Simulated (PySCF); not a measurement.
## What went wrong, or what changed?

The sound run of Lu(OH)3 (singlet in the valence; each metal's 4f electrons, 14 of them, lie in its core potential, out of spins and levels) uses PySCF 2.14.0, RKS r2SCAN, Lu lcecp-1-SVP with ECP60, O def2-SVP, H def2-SVP; non-relativistic Hamiltonian with scalar-relativistic core potentials where named; density fitting; no spin-orbit coupling, grid (50, 194), threshold 1e-8 and 55 cycles at the relaxed geometry. This run, with dm0 from free metal ions and neutral atoms, differs:

```python
mol = gto.M(atom='''
Lu     0.00000     0.00000     0.13877
O      2.00295     0.00001     0.14408
H      2.95965     0.00001     0.14874
O     -1.00148     1.73460     0.14408
H     -1.47983     2.56312     0.14874
O     -1.00147    -1.73461     0.14408
H     -1.47981    -2.56313     0.14874''',
    basis={'Lu': 'lcecp-1-SVP', 'O': 'def2-SVP', 'H': 'def2-SVP'},
    ecp={'Lu': 'lcecp-1-SVP'},
    charge=0, spin=8)
mf = dft.UKS(mol, xc='R2SCAN')
mf.grids.atom_grid = (50, 194)  # f atoms: unpruned, at least (60, 302)
mf = mf.density_fit()  # fitting sets: Lu AutoAux, O def2-universal-JKFIT, H def2-universal-JKFIT
mf.conv_tol = 1e-08; mf.max_cycle = 57
mf.kernel(dm0)
```

Task: What was changed, and how did it end?

Result: The spin was changed. The SCF did not converge. The cycle limit differs too. These settings are unsound on purpose: the numbers aren't the compound's.
```
init E= -272.295239829007
cycle= 1 E= -265.644421722148  delta_E= 6.65  |g|= 1.06  |ddm|= 2.92
cycle= 2 E= -263.850949666809  delta_E= 1.79  |g|= 2.05  |ddm|= 5.89
cycle= 3 E= -266.209612684346  delta_E= -2.36  |g|= 0.316  |ddm|= 4.53
cycle= 4 E= -265.950204671477  delta_E= 0.259  |g|= 0.607  |ddm|= 3.16
cycle= 5 E= -266.048250974768  delta_E= -0.098  |g|= 0.483  |ddm|= 2.65
...
cycle= 54 E= -266.303647097896  delta_E= 0.00114  |g|= 0.0552  |ddm|= 0.137
cycle= 55 E= -266.305531642445  delta_E= -0.00188  |g|= 0.00734  |ddm|= 0.0702
cycle= 56 E= -266.305379602382  delta_E= 0.000152  |g|= 0.0169  |ddm|= 0.0254
cycle= 57 E= -266.305542743381  delta_E= -0.000163  |g|= 0.00603  |ddm|= 0.0273
SCF not converged.
```

Run from Python with OMP_NUM_THREADS=2; the lines above give its settings.
It took 34 s on 2 threads of Intel(R) Xeon(R) Platinum 8488C (Sapphire Rapids), on a shared host.

No frequency check is given that shows the relaxed geometry to be a minimum. An lcecp potential fixes the number of 4f electrons, so in runs with it no electron can move into or out of that shell.
